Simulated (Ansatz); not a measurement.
Species: C₃H₉B, SMILES `CB(C)C` (charge 0, multiplicity 1).

Give a relaxed geometry from PBE0-D3(BJ)/def2-TZVP (Ansatz, a quantum-chemistry and plane-wave program).

the end point of this relaxation (outside a Z-matrix the atoms follow the SMILES, hydrogens last).
Z-matrix (Å, degrees):
```
B
C 1 1.5679
H 2 1.0924 1 115.02
H 2 1.0939 3 109.49 1 -128.82
H 2 1.1006 3 106.75 4 -113.53
C 1 1.5681 2 120.07 3 -161.58
H 6 1.0923 1 115.01 2 -13.01
H 6 1.0941 7 109.36 1 128.04
H 6 1.1002 7 106.95 8 113.41
C 1 1.5689 2 119.58 3 17.22
H 10 1.0919 1 115.37 2 167.49
H 10 1.0951 11 109.09 1 126.97
H 10 1.0994 11 107.47 12 113.19
```
